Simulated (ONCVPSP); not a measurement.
# Logarithmic derivatives: S, ONCV

S (Z = 16), optimised norm-conserving Vanderbilt (ONCV), made with ONCVPSP 4.0.1 (LDA (Perdew-Zunger), scalar-relativistic). Core [Ne], reference 3s2 3p4. Waves: 3s: rc 1.30 bohr, ncon 5, nbas 9, qcut 3 1/bohr, 3 projectors, debl 3.8 Ha; 3p: rc 1.30 bohr, ncon 5, nbas 8, qcut 5.9 1/bohr, local; d scattering state at 0.26 Ha: rc 1.35 bohr, ncon 3, nbas 7, qcut 6.2 1/bohr, 1 projector. Local part: the p channel. Core correction: polynomial model core, fcfact 0.6.

The phase is arctan(r·R′/R) of the radial function R(r), unwrapped; energies in Ha, scanned from -2 to 5 Ha. A pole is an energy at which the radial function vanishes at the test radius. The pseudo phase is shifted by a multiple of π to meet the all-electron one at the reference energy, and phase errors are pseudo minus all-electron; the curves can meet again beyond the range given. Levels narrower than the energy grid can be missing from the lists of poles.

Question: For each channel, where are the poles, and over which energies does the pseudopotential scatter like the atom?

Answer:

```csv
channel,radius (bohr),reference energy (Ha),"poles, all-electron","poles, pseudo",unbroken range about the reference energy with phases within 0.05 rad,phase error 1 Ha above the reference energy (rad)
s,1.32,-0.64,4.06,4.06,the whole range,+0.000
p,1.32,-0.26,4.38,3.64,below 3.5,-0.011
d,1.37,0.26,3.49,3.90,below 3.9,+0.008
```

Note: ghosts flagged at negative energy: s at -159.0 eV; GHOST(+) flags only above 600 eV. A true bound ghost makes a file unfit for plane-wave use.

Phases in the d channel:

| E (Ha) | all-electron | pseudo |
| --- | --- | --- |
| -1.98 | 1.041 | 1.046 |
| -1.80 | 1.008 | 1.014 |
| -1.62 | 0.971 | 0.976 |
| -1.44 | 0.927 | 0.933 |
| -1.26 | 0.875 | 0.881 |
| -1.08 | 0.813 | 0.819 |
| -0.90 | 0.739 | 0.744 |
| -0.72 | 0.647 | 0.652 |
| -0.54 | 0.535 | 0.539 |
| -0.36 | 0.398 | 0.401 |
| -0.18 | 0.234 | 0.235 |
| 0.00 | 0.043 | 0.044 |
| 0.18 | -0.164 | -0.164 |
| 0.36 | -0.372 | -0.372 |
| 0.54 | -0.565 | -0.564 |
| 0.72 | -0.733 | -0.730 |
| 0.90 | -0.873 | -0.869 |
| 1.08 | -0.989 | -0.982 |
| 1.26 | -1.083 | -1.075 |
| 1.44 | -1.161 | -1.151 |
| 1.62 | -1.226 | -1.214 |
| 1.80 | -1.281 | -1.267 |
| 1.98 | -1.328 | -1.312 |
| 2.16 | -1.369 | -1.351 |
| 2.34 | -1.405 | -1.385 |
| 2.52 | -1.437 | -1.415 |
| 2.70 | -1.466 | -1.442 |
| 2.88 | -1.493 | -1.466 |
| 3.06 | -1.518 | -1.488 |
| 3.24 | -1.541 | -1.508 |
| 3.42 | -1.563 | -1.526 |
| 3.60 | -1.584 | -1.544 |
| 3.78 | -1.605 | -1.560 |
| 3.96 | -1.626 | -1.576 |
| 4.14 | -1.647 | -1.591 |
| 4.32 | -1.668 | -1.605 |
| 4.50 | -1.690 | -1.619 |
| 4.68 | -1.712 | -1.633 |
| 4.86 | -1.737 | -1.647 |
